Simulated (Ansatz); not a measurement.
A relaxation, step by step

GeSiH$_{7}$F, closed shell, PBE0-D4/def2-TZVP (Ansatz 0.2.0). Settings:

```yaml
hamiltonian: {xc: pbe0, dispersion: d4}
relax: {f_tol: 0.005, max_steps: 200}
```

Start, a step off a saddle point along its unstable mode:

```xyz
10
angstrom
Ge -0.4596 -1.3036 0.0486
F 1.3169 -1.4849 0.6592
H -0.2038 -2.2007 -1.1568
H -1.0327 -1.8219 1.3587
H -1.6008 -0.2835 -0.4811
H 0.8150 0.0284 0.2589
Si 0.3583 1.4337 -0.1021
H 1.5931 2.1863 0.1948
H -0.7711 1.8913 0.7525
H -0.0151 1.5548 -1.5326
```

```json
{"step": "1", "energy less the last (meV)": "1645.3", "largest force component (eV/Å)": "0.906"}
{"step": "3", "energy less the last (meV)": "625.3", "largest force component (eV/Å)": "1.161"}
{"step": "5", "energy less the last (meV)": "150.6", "largest force component (eV/Å)": "0.637"}
{"step": "7", "energy less the last (meV)": "51.6", "largest force component (eV/Å)": "0.044"}
{"step": "9", "energy less the last (meV)": "46.2", "largest force component (eV/Å)": "0.035"}
{"step": "11", "energy less the last (meV)": "42.9", "largest force component (eV/Å)": "0.046"}
{"step": "13", "energy less the last (meV)": "41.9", "largest force component (eV/Å)": "0.036"}
{"step": "15", "energy less the last (meV)": "41.4", "largest force component (eV/Å)": "0.035"}
{"step": "17", "energy less the last (meV)": "41.3", "largest force component (eV/Å)": "0.007"}
{"step": "19", "energy less the last (meV)": "41.1", "largest force component (eV/Å)": "0.029"}
{"step": "21", "energy less the last (meV)": "40.8", "largest force component (eV/Å)": "0.043"}
{"step": "23", "energy less the last (meV)": "39.4", "largest force component (eV/Å)": "0.069"}
{"step": "25", "energy less the last (meV)": "34.6", "largest force component (eV/Å)": "0.103"}
{"step": "27", "energy less the last (meV)": "21.1", "largest force component (eV/Å)": "0.143"}
{"step": "29", "energy less the last (meV)": "7.2", "largest force component (eV/Å)": "0.205"}
{"step": "31", "energy less the last (meV)": "0.2", "largest force component (eV/Å)": "0.005"}
{"step": "33", "energy less the last (meV)": "0.0", "largest force component (eV/Å)": "0.010"}
{"step": "35", "energy less the last (meV)": "0.0", "largest force component (eV/Å)": "0.002"}
```

Step 7, positions (Å) and forces (eV/Å):

```tsv
atom	x	y	z	Fx	Fy	Fz
Ge1	-0.684	-2.065	0.088	0.023	-0.009	0.011
F2	0.959	-1.765	0.586	-0.001	-0.044	0.006
H3	-0.596	-3.034	-1.095	-0.011	-0.002	-0.003
H4	-1.389	-2.674	1.306	-0.011	-0.002	-0.005
H5	-1.269	-0.704	-0.309	-0.012	0.002	-0.005
H6	1.187	0.741	0.272	0.011	0.028	-0.001
Si7	0.600	2.046	-0.114	0.017	0.004	0.005
H8	1.608	3.123	0.058	-0.012	0.014	-0.006
H9	-0.581	2.334	0.741	-0.004	0.005	0.003
H10	0.165	1.998	-1.534	-0.001	0.004	-0.005
```

Step 21, positions (Å) and forces (eV/Å):

| atom | x | y | z | Fx | Fy | Fz |
| --- | --- | --- | --- | --- | --- | --- |
| Ge1 | -0.757 | -2.061 | 0.063 | -0.021 | 0.005 | -0.008 |
| F2 | 0.893 | -1.863 | 0.587 | 0.015 | 0.004 | 0.004 |
| H3 | -0.716 | -3.012 | -1.139 | 0.002 | -0.002 | 0.002 |
| H4 | -1.519 | -2.649 | 1.256 | 0.002 | -0.003 | 0.001 |
| H5 | -1.253 | -0.660 | -0.315 | -0.002 | -0.003 | 0.000 |
| H6 | 1.674 | 1.052 | 0.379 | -0.026 | 0.034 | -0.014 |
| Si7 | 0.676 | 2.047 | -0.088 | 0.017 | 0.004 | 0.004 |
| H8 | 1.276 | 3.409 | -0.099 | -0.016 | -0.043 | 0.002 |
| H9 | -0.503 | 2.038 | 0.818 | 0.016 | 0.001 | -0.003 |
| H10 | 0.228 | 1.699 | -1.462 | 0.012 | 0.003 | 0.012 |

Step 27, positions (Å) and forces (eV/Å):

```
atom       x       y       z      Fx      Fy      Fz
 Ge1  -0.860  -2.014   0.022   0.022   0.071  -0.005
  F2   0.733  -1.458   0.477  -0.078  -0.014  -0.025
  H3  -0.654  -3.019  -1.119   0.004   0.011   0.020
  H4  -1.465  -2.656   1.276   0.015   0.004  -0.013
  H5  -1.624  -0.759  -0.427   0.013  -0.054   0.012
  H6   1.979   1.240   0.446  -0.092   0.093  -0.043
 Si7   0.782   1.976  -0.042   0.060   0.016   0.016
  H8   1.092   3.433  -0.164  -0.031  -0.143   0.012
  H9  -0.352   1.800   0.906   0.050   0.005  -0.009
 H10   0.369   1.457  -1.375   0.037   0.011   0.035
```

Last step (35):

```xyz
10
angstrom
Ge -0.9118 -1.9334 -0.0075
F 0.6257 -1.2132 0.3995
H -0.6190 -2.9499 -1.1166
H -1.4206 -2.5924 1.2793
H -1.8097 -0.7850 -0.4793
H 2.1449 1.4069 0.4826
Si 0.8318 1.8833 -0.0117
H 0.8925 3.3551 -0.2192
H -0.2336 1.5905 0.9800
H 0.5000 1.2381 -1.3072
```

The run took about 3.2 min on 4 CPU threads of an Intel Xeon (shared host).
